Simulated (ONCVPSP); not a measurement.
# potassium (K), ONCV: configuration errors across variants

```
Element                 : K (Z = 19)
Generator               : ONCVPSP 4.0.1
Type                    : optimised norm-conserving Vanderbilt (ONCV)
Functional              : LDA (Perdew-Wang 92)
Relativity              : scalar-relativistic
Frozen core             : [Ne]
Valence charge          : 9
Reference configuration : 3s2 3p6 4s1
Partial waves           : 3s+4s: rc 2.30 bohr, ncon 4, nbas 7, qcut 4.1 1/bohr, 2 projectors; 3p: rc 2.20 bohr, ncon 5, nbas 9, qcut 5.7 1/bohr, 2 projectors, debl 1.9 Ha; d scattering state at 0.06 Ha: rc 2.05 bohr, ncon 4, nbas 7, qcut 4.3 1/bohr, 3 projectors, debl 2.1 Ha
Local potential         : polynomial inside 1.30 bohr (lpopt 5, dvloc0 0 Ha)
Core correction         : polynomial model core, fcfact 0.3
```

All-electron excitation energies from the reference (eV): (1) 3s2 3p6 4s0 4.404; (2) 3s2 3p6 4s0.5 1.708; (3) 3s2 3p6 4s0 4p1 1.628; (4) 3s1 3p6 4s1 41.835.

1 further variants failed, have other tests or too few solved ones, and are left out.

A true bound ghost makes a file unfit for plane-wave use even where its test errors are small: the radial tests pick states by their node count and pass the ghost by.

Errors AE − PS in meV (a dash: test not solved or not reliable):

| change | (1) | (2) | (3) | (4) | bound ghosts | GHOST(+) flags above zero |
| --- | --- | --- | --- | --- | --- | --- |
| base | -0.3 | -0.1 | -0.2 | -240 | none | d |
| local potential polynomial inside 1.30 bohr (lpopt 5, dvloc0 -0.5 Ha) | -0.3 | -0.1 | -0.2 | -240 | none | d |
| p: rc 1.84 | -0.3 | -0.1 | -0.2 | -236 | none | d |
| s: ncon 5, nbas 8 | -0.3 | -0.1 | -0.1 | -197 | none | d |
| p: debl 3.05 | -0.3 | -0.1 | -0.1 | -241 | none | d |
| all radii but the core radius scaled by about 1.04 (s 2.38, p 2.28, d 2.12 bohr); local potential polynomial inside 1.36 bohr (lpopt 5, dvloc0 0 Ha) | -0.3 | -0.1 | -0.2 | -253 | d | d |
| s: nbas 8 | -0.3 | -0.1 | -0.2 | -244 | none | d |

(1) Give the same row for: core correction none.

Results:

(1) -0.2, 0.0, -0.1, -207; bound ghosts: none; GHOST(+) flags above zero: d.
